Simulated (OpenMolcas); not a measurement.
Pt2+ (d8) in a complex was computed by SS-CASPT2, IPEA 0.25 Eh, imaginary shift 0.1 Eh with the d shell active (OpenMolcas, ANO-RCC-VTZP on the metal). Its lowest spin-free states, and all those of the highest spin:

| 2S+1 | Degeneracy | E (cm-1) |
| --- | --- | --- |
| 3 | 3 | 0 |
| 1 | 2 | 4460 |
| 1 | 3 | 5040 |
| 3 | 3 | 6650 |
| 1 | 1 | 11290 |
| 3 | 3 | 12480 |
| 1 | 3 | 13380 |
| 1 | 3 | 15000 |
| 3 | 1 | 15540 |
| 1 | 2 | 22720 |
| 1 | 1 | 33210 |

**Question.** Is the site octahedral, tetrahedral or cube-like, axial, or of lower symmetry?

**Answer.** The states with 2S+1 = 3 have orbital degeneracies 3, 3, 3, 1. Threefold states need a cubic site. For d8 at this spin an octahedron puts the single A2 below the threefold T2 and a tetrahedron or cube puts the threefold T1 below the threefold T2, so the site is a tetrahedron or a cube, which this pattern cannot tell apart. The run had Pt2+ with 4 ligands (chloride) in tetrahedral coordination (Td) at 2.36 Å. A charge of +0.5 e stands 3.2 Å behind each ligand. Ligand basis ANO-RCC-VDZP.

Roots that are degenerate in the reference are averaged as groups; the widest CASPT2 spread within a group is 450 cm-1 (the 3-fold group of multiplicity 3 near 6650 cm-1 above the lowest state of its run). Shifts and gaps below about the spread of the groups concerned are not significant. Over all roots computed the reference weight is 0.69 to 0.71; a low but even weight reflects the number of correlated electrons. An orbital triplet at a regular site is open to Jahn-Teller coupling, which can distort the site and quench the lowest spin-orbit gaps and is left out. Real 4d8 and 5d8 ions are as a rule square planar and diamagnetic. The least metal-like active orbital is 82 % on the metal (Löwdin) and no ligand orbital is active, so the numbers are rough. Ligand-to-metal charge-transfer states are missing. These CASPT2 states fit no ligand-field parameters well, so their order and spin gaps are uncertain. With no ligand orbital active B as a rule stays too high, so bands that hang on it stand too high and its fall with covalency is understated. With one d shell and no ligand orbital active, 10Dq can be off by a tenth or more. No measured value stands beside these numbers; the geometry was imposed, not optimised, and the real ion may take another.
